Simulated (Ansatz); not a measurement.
AgH, closed-shell singlet (the spin of the measured ground state), most abundant isotopes (106.9051 and 1.0078 u). Constants from fifth-degree fits in 1/R to seven points on the lowest solution found; no spin–orbit coupling, no relativity up to Kr; ω_e x_e and α_e move by some per cent with the fit.

Correlated levels freeze the inner cores; with def2 sets outer-core shells near the valence are correlated too.

Codes used: Ansatz (a program for electronic structure). Values without a source in brackets are computed. In def2 rows elements past Kr take small-core potentials, without spin–orbit coupling.

Total energies (hartree; each atom in its lowest state at that level) and vibrational constants (cm⁻¹):

| level | E(AgH) at r_e | E(Ag) | E(H) | ω_e | ω_e x_e |
|---|---|---|---|---|---|
| PBE/def2-TZVPP | -147.573008 | -146.983411 | -0.499616 | 1788 | 34 |
| B3LYP/def2-TZVPP | -147.618829 | -147.029008 | -0.502154 | 1761 | 32 |
| wB97M-V/def2-TZVPP | -147.484610 | -146.898773 | -0.494111 | 1767 | 29 |
| CCSD(T)/def2-QZVPP | -147.432961 | -146.844454 | -0.499983 | 1774 | 35 |

**Question.** Work out D_e and D₀ in eV.

**Answer.** 
D_e = E(Ag) + E(H) − E(molecule), times 27.2114 eV; D₀ = D_e − (ω_e/2 − ω_e x_e/4)/8065.54.
- PBE/def2-TZVPP: D_e = 2.449, zero point 0.110, D₀ = 2.339 eV
- B3LYP/def2-TZVPP: D_e = 2.386, zero point 0.108, D₀ = 2.277 eV
- wB97M-V/def2-TZVPP: D_e = 2.496, zero point 0.109, D₀ = 2.387 eV
- CCSD(T)/def2-QZVPP: D_e = 2.409, zero point 0.109, D₀ = 2.300 eV
No counterpoise correction is made.
